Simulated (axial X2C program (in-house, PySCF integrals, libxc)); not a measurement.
RhB along the bond: HF, spin-free

All values were computed with an in-house relativistic program for diatomic molecules. Spin-free means the one-electron spin-free X2C Hamiltonian. Basis: Rh dyall-cv3z [12s12p8d5f3g], B dyall-v3z [7s6p2d1f] (cores contracted in-house); Gaussian nuclei, density fitting, unrestricted open shells. Masses: Rh 102.906 u, B 11.009 u.

State: M_S = 0, Λ = 0 (closed shell). Dipoles are positive if B is the positive end.

| R (Å) | μ (D) | HOMO (eV) | LUMO (eV) |
| --- | --- | --- | --- |
| 1.456 | -3.605 | -9.51 | 0.17 |
| 1.522 | -3.484 | -9.35 | 0.17 |
| 1.573 | -3.383 | -9.23 | 0.17 |
| 1.623 | -3.276 | -9.11 | 0.18 |
| 1.673 | -3.167 | -8.97 | 0.19 |
| 1.732 | -3.043 | -8.81 | 0.20 |
| 1.790 | -2.934 | -8.63 | 0.22 |
| 1.865 | -2.852 | -8.34 | 0.23 |
| 1.957 | -3.013 | -7.86 | 0.25 |
| 2.091 | -3.812 | -7.21 | 0.22 |

Q: The minimum lies at 1.637 Å. What is the dipole moment there, and its slope?

A: At HF, spin-free, with the sign and origin stated: μ = -3.24 D, dμ/dR = 2.17 D/Å.

The state is one determinant whose occupation by symmetry is held fixed; it was picked as the lowest of a PBE0 search that is not exhaustive. Closed shells are restricted here (equal orbitals for both partners); the stretched side of such a curve lies too high.
